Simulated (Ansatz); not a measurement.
This geometry of FH2InO2 + H4Si (11 atoms, charge 0, multiplicity 1) is a first-order saddle point.

Method: RKS PBE0/def2-SVP (Ansatz).

```xyz
11
Properties=species:S:1:pos:R:3
In 0.715 0.627 -0.490
F 1.757 -1.135 0.112
O 0.351 0.616 -2.440
O 1.217 2.202 0.614
H 0.546 -1.253 0.392
Si -1.233 -1.103 0.688
H 0.273 1.513 -2.788
H 1.596 1.940 1.461
H -2.024 0.145 0.393
H -1.849 -2.210 -0.099
H -1.348 -1.343 2.157
```

(1) Which two structures does it join? (They come from a converged band through this point; their orientation in space is the band's.)

(2) How far does it lie above each of them?

## Answers

(1) Bonds broken: H5–Si6. Bonds formed: O4–H5. FH2InO2 + H4Si becomes FH6InO2Si.

Initial state:

```xyz
11
Properties=species:S:1:pos:R:3
In 1.330 0.539 -0.430
F 2.729 -0.815 -0.234
O -0.104 0.203 -1.780
O 1.566 2.286 0.491
H -0.111 -0.598 0.948
Si -1.484 -1.106 0.535
H -0.580 1.014 -1.994
H 2.343 2.271 1.063
H -2.331 0.060 0.167
H -1.341 -2.115 -0.544
H -2.018 -1.739 1.778
```

Final state:

```xyz
11
Properties=species:S:1:pos:R:3
In 0.196 -0.038 -0.666
F 2.126 -0.587 -0.301
O 0.122 0.857 -2.447
O 1.317 1.533 0.705
H 2.035 0.859 0.591
Si -1.700 -1.156 0.617
H 1.003 1.075 -2.774
H 1.138 1.593 1.650
H -2.859 -0.220 0.730
H -2.137 -2.392 -0.096
H -1.241 -1.522 1.991
```

(2) 1.05 eV above the first and 2.28 eV above the second. This is the barrier of this one path; another mechanism may lie lower. The orbitals stay closed-shell, which can raise the energy where a bond breaks towards radicals; this wasn't checked here.

The run took 14 min on 2 threads of Arm Neoverse N1, with other jobs on the host, peak memory 0.29 GiB.
